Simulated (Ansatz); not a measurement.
The cluster PtS₃⁻. Charge -1, multiplicity 2. Geometry relaxed at r2SCAN-D4/def2-SVPD.

| atom | x (Å) | y (Å) | z (Å) |
| --- | --- | --- | --- |
| Pt1 | 0.0015 | 0.5307 | 0.0230 |
| S2 | -0.8664 | -1.5088 | 0.7059 |
| S3 | 0.6733 | -1.6860 | -0.6744 |
| S4 | 0.1916 | 2.6640 | -0.0545 |

In the def2 sets Pt takes a core potential; there is no spin–orbit coupling. The structure comes from a short search, and lower isomers may exist.

(1) Estimate the harmonic wavenumbers at UKS r2SCAN-D4/def2-SVPD (Ansatz, unscaled). Is this a minimum?

Answers

(1) 69, 94, 155, 288, 449, 522 cm⁻¹. Yes, no mode is imaginary beyond noise. Zero-point energy 9.4 kJ/mol. Hardware: 2 threads of Arm Neoverse V2 on a shared host. Wall time 2.1 min.
